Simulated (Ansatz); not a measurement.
One change: `[AsH2]CB1CC1` becomes `[AlH2][O]B1CC1`.

Ansatz, PBE0-D4/def2-TZVP geometries, multiplicity 1. Each molecule was computed in one conformer, which needn't be the lowest.

Scalar relativity is left out up to krypton.

```tsv
property	`[AsH2]CB1CC1`
LUMO energy (PBE/def2-TZVPP) / eV	-1.56
HOMO energy (PBE/def2-TZVPP) / eV	-5.62
HOMO–LUMO gap (ωB97M-V/def2-TZVPP) / eV	10.45
LUMO energy (ωB97M-V/def2-TZVPP) / eV	1.25
size of the dipole moment (PBE/def2-TZVPP) / D	0.67
size of the dipole moment (ωB97M-V/def2-TZVPP) / D	0.66
```

(1) Give the same properties after the change, and the shifts. (An estimate is asked.)

Results:

(1) Ansatz gave: 
```
                                          property  `[AlH2][O]B1CC1`  shift
                 LUMO energy (PBE/def2-TZVPP) / eV             -2.00  -0.44
                 HOMO energy (PBE/def2-TZVPP) / eV             -5.30   0.32
           HOMO–LUMO gap (ωB97M-V/def2-TZVPP) / eV              9.14  -1.31
             LUMO energy (ωB97M-V/def2-TZVPP) / eV              0.33  -0.92
    size of the dipole moment (PBE/def2-TZVPP) / D              0.74   0.07
size of the dipole moment (ωB97M-V/def2-TZVPP) / D              1.01   0.35
```

With PBE0 the HOMO rises by 0.37 eV and the LUMO falls by 0.61 eV, so the gap narrows by about 0.98 eV. PBE moves the HOMO by 0.32 eV and ωB97M-V by 0.39 eV. Dipoles are sizes alone; their direction can turn.
